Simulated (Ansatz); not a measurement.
Born–Oppenheimer molecular dynamics of BF2H3O (7 atoms, charge 0, multiplicity 1). It starts at the highest image of a converged band. Of that band: The profile has 2 maxima (images 2, 7) with wells between them (image 4): this band takes more than one step, which may be the mechanism or a detour left from its start path. Neighbouring images differ by up to 1.2 eV, so the band resolves the path poorly. A vibrational analysis at the climbing image gives one clearly imaginary mode, 974i cm⁻¹: a first-order saddle point.

Level of theory: RKS PBE-D4/def2-SVP (Ansatz).

| Quantity | Value |
| --- | --- |
| ensemble | NVE (velocity Verlet) |
| time step | 0.5 fs |
| steps asked | 200 |
| starting velocities drawn for | 300 K |
| seed | 9121 |

First frame:

```xyz
7
Properties=species:S:1:pos:R:3
B 0.096 0.221 0.028
F -0.013 -0.023 1.673
O 1.325 -0.130 -0.456
H 1.273 -0.905 -1.043
F -1.060 -0.208 -0.515
H 0.071 1.553 0.300
H 0.026 1.067 1.243
```

Question: How far do the bonds stretch over the last three quarters of this one trajectory? (Pairs bonded in most of those frames.)

Answer: 
```
 bond  mean (Å)  spread (Å)  shortest  longest
B1–O3     1.362       0.027      1.32     1.42
B1–F5     1.347       0.012      1.33     1.38
B1–H6     1.217       0.028      1.17     1.27
F2–H7     0.936       0.015      0.91     0.96
O3–H4     0.980       0.021      0.95     1.01
```

Mean temperature of the second half: 809 K. The conserved energy stayed within 0.15 meV per atom of its start (net change 0.059 meV per atom), so the integration is sound. The kinetic energy rose, since the run started high on the potential surface and went downhill. It ends in pieces (BFH2O + FH), so much of that is their flight and rotation, not heat. A run of 0.1 ps of so small a system gives no equilibrium averages. The orbitals stay closed-shell, which can raise the energy where a bond breaks towards radicals; this wasn't checked here.

The run took 4.9 min on 1 thread of Arm Neoverse V1 (shared host), peak memory 0.11 GiB.
